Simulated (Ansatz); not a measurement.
Harmonic frequencies (cm⁻¹) at PBE0-D4/def2-TZVP from Ansatz: 36, 119, 249, 360, 395, 446, 459, 587, 603, 649, 672, 697, 745, 778, 930, 939, 953, 1132, 2211, 2219, 2224, 2240, 2577, 2668.

Each molecule was computed in one conformer, which needn't be the lowest.

Q: Which molecule is it?
A. `[SiH3][SiH2]BCl`
B. `B[SiH]([SiH3])Cl`
C. `B[SiH2][SiH2]Cl`
D. `C=C=CC`

A: C.
